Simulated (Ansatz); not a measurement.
Input file for Ansatz (an electronic-structure program): R-CAM-B3LYP/def2-TZVPP on MgH+, 2S+1 = 1, a spin state set in the input, which need not be the lowest, a point of a bond scan (R = 1.666 Å). Charge +1.

Ansatz 0.2 input:
```yaml
crystal:
  periodic: [false, false, false]
  atoms:
    - {symbol: H, position_ang: [0.00000000, 0.00000000, 0.00000000]}
    - {symbol: Mg, position_ang: [0.00000000, 0.00000000, 1.66603600]}
basis:
  gaussian:
    orbitals: def2-TZVPP
    pivot_positions_ang: [[0.00000000, 0.00000000, 0.00000000], [0.00000000, 0.00000000, 1.66603600]]
hamiltonian:
  xc: {name: CAM-B3LYP}
total_charge: 1
output: {forces: true, orbitals: {seedname: ./end}}
```

Program output:

```
WARN ansatz: RAYON_NUM_THREADS=1 ignored (pool sized by the plan → 1); use --threads N
Functional definition: CAM-B3LYP
integrals: 0.01 GiB planned
347 factors; their error is unknown
integrals: 0.04 GiB planned
137 factors; integrals over basis functions are off by at most 6.7e-6 eV
mean field: 0.09 GiB planned
mean field evaluation 1: about -5451.1198 eV, gradient 1.6e1 eV
mean field evaluation 2: about -5451.8499 eV, gradient 6.8e0 eV
mean field evaluation 4: about -5452.0307 eV, gradient 1.9e-1 eV
mean field evaluation 8: about -5452.0462 eV, gradient 6.8e-4 eV
mean field -5452.04622698 eV, -200.3590033119 hartree, gradient 4.2e-6 eV, S^2 0.000000; 0 other end points of the search recorded, 0 dependent functions left out
the calculation of the forces begins
reference -5452.04631083 eV, -200.3590063935 hartree; 6, 6 occupied and 40, 40 virtual orbitals, 347 factors
Total energy: -5452.04631083 eV, -200.3590063935 hartree
Atom 0 at     0.000000     0.000000     0.000000 Å, force    -0.000000    -0.000000     0.215575 eV/Å
Atom 1 at     0.000000     0.000000     1.666036 Å, force    -0.000000     0.000000    -0.215575 eV/Å
Dipole moment:     0.000000    -0.000000     0.759172 e Å
```

Self-consistency was reached.

Cost: very roughly 0.4 core-seconds.
